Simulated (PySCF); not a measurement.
Computed IR spectrum (relative IR intensity) of a molecule CH₁₁NOSi₃. Geometry: PBE-D3(BJ)/def2-SVP. Other conformers were not sampled. Method: PBE-D3(BJ)/def2-SVP in PySCF. Frequencies are harmonic and unscaled.

Lines under 2 % of the strongest are left out, and lines within 2 cm⁻¹ are merged.

```csv
ν (cm⁻¹),relative intensity
603,2.2
671,10
693,6.5
716,4.9
734,5.9
759,6.8
779,24
815,54
870,43
893,19
909,34
921,17
928,23
940,20
956,15
981,8.4
1024,11
1073,21
1138,21
1322,2.9
2126,31
2130,19
2145,35
2165,27
2171,22
2179,14
2195,16
3413,100
3474,5.4
```

**Question.** Which molecule gave these data?
A) CN([SiH3])[SiH2]O[SiH3]
B) O[SiH2]C[SiH2]N[SiH3]
C) N[Si@H]([SiH3])OC[SiH3]
D) C[Si@@H](N)[Si@H](O)[SiH3]

**Answer.** B, O[SiH2]C[SiH2]N[SiH3]
